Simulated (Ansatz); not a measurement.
Dissociation curves of [GeH3]− (SMILES [H][Ge-]([H])[H])

[GeH3]− has 4 atoms, charge -1, and is taken as a singlet. As SMILES, `[H][Ge-]([H])[H]`. Geometry: a GFN2-xTB relaxation, a rough one for these elements and not checked as a minimum.

```jsonl
{"atom": "Ge", "x (Å)": "-0.0075", "y (Å)": "0.0058", "z (Å)": "0.7680"}
{"atom": "H", "x (Å)": "1.4220", "y (Å)": "-0.0315", "z (Å)": "-0.2444"}
{"atom": "H", "x (Å)": "-0.6775", "y (Å)": "1.2495", "z (Å)": "-0.2717"}
{"atom": "H", "x (Å)": "-0.7370", "y (Å)": "-1.2238", "z (Å)": "-0.2519"}
```

The Ge1–H4 distance is scanned; the parts on either side stay rigid. Basis STO-3G, 9 core orbitals frozen in the correlated methods; program Ansatz 0.2.0. FCI is exact within this basis and core. Energies in eV from each method's value at 1.756 Å; methods without a U are spin-restricted. The set has no diffuse functions, which an anion needs. The shape above is that at 1.756 Å.

| distance (Å) | SVWN5 | revPBE | r2SCAN0 | wB97X | wB97M-V | FCI |
| --- | --- | --- | --- | --- | --- | --- |
| 1.756 | 0.00 | 0.00 | 0.00 | 0.00 | 0.00 | 0.00 |
| 2.195 | 1.64 | 1.50 | 1.72 | 1.80 | 1.74 | 1.51 |
| 2.634 | 3.18 | 2.93 | 3.39 | 3.60 | 3.47 | 2.97 |
| 3.512 | 4.90 | 4.50 | 5.37 | 5.91 | 5.71 | 4.29 |
| 4.391 | 5.33 | 4.90 | 6.22 | 6.74 | 6.52 | 4.42 |

Departure from the FCI curve at its largest: SVWN5 +0.91 eV at 4.39 Å; revPBE +0.48 eV at 4.39 Å; r2SCAN0 +1.80 eV at 4.39 Å; wB97X +2.31 eV at 4.39 Å; wB97M-V +2.10 eV at 4.39 Å. Restricted functionals keep the electrons paired too, and rise too high.
